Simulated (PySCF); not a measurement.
Structure problem from calculated spectra and properties.

Formula: C6H12S2.

| Item | Value |
| --- | --- |
| 13C NMR | chemical shifts (computed TMS as zero) by class: 67.9 (1 C), 44.0 (2 C), 37.3 (1 C), 19.9 (2 C) ppm [GIAO B97-2/pcSseg-1] |
| NMR, other nuclei | isotropic shieldings of nuclei other than C and H, by class: 453 (2 S) ppm [GIAO B97-2/pcSseg-1] |
| UV, strongest line | among the 10 lowest singlet transitions: S3 at 6.43 eV (193 nm, f = 0.051) [TDDFT wB97X-D/def2-SVPD] |
| UV, first state | lowest singlet excitation: 5.12 eV (242 nm, f = 0.000) [TDDFT wB97X-D/def2-SVPD] |
| Rotational structure | rotational constants A, B, C: 2.100, 1.194, 0.986 GHz [PBE0-D3(BJ)/def2-SVP] |
| Polarisability | 108.4 au [wB97X-D/def2-SVPD] |
| Valence photoelectron | vertical ionisation energy: 8.53 eV [ΔSCF wB97X-D/def2-SVPD] |
| Triplet | lowest triplet excitation (Tamm–Dancoff): 4.73 eV [TDA wB97X-D/def2-SVPD] |

Gas-phase values; electronic properties from PySCF, density fitting. Levels stand in brackets. One conformer (not necessarily the lowest) at the PBE0-D3(BJ)/def2-SVP geometry, without solvent, vibrations or thermal averaging. NMR values are class means; diastereotopic atoms form classes of their own.

Question: Propose a structure and show how it fits.

Answer: Numbering: `[CH3:1][CH:2]([CH3:3])[CH:4]1[S:5][CH2:6][CH2:7][S:8]1`. Its formula, C6H12S2, gives 1 degree of unsaturation: 1 ring and 0 π bonds in the structure found. 6 carbons fall into 4 classes; from least to most shielded: ring sp3 carbon bound to sulfur [C4] (67.9 ppm), ring sp3 carbon bound to sulfur [C6/C7] (44.0 ppm, 2 C, up to 2.2 ppm apart in this geometry), sp3 CH carbon [C2] (37.3 ppm), methyl carbon [C1/C3] (19.9 ppm, 2 C, up to 8.7 ppm apart in this geometry). The other shieldings belong to: 453 ppm, sulfide sulfur [S5/S8]. The first electron is taken from the HOMO, whose largest Löwdin shares are 0.51 on a sulfide sulfur, 0.16 on a sulfide sulfur and 0.08 on each of 2 atoms of one kind (sp3 carbon bound to sulfur). The optimised geometry has point group C1 and is an asymmetric top. Structure: `CC(C)C1SCCS1` (2-isopropyl-1,3-dithiolane). The assignments are read from this structure; whether some other isomer fits the data as well wasn't checked.
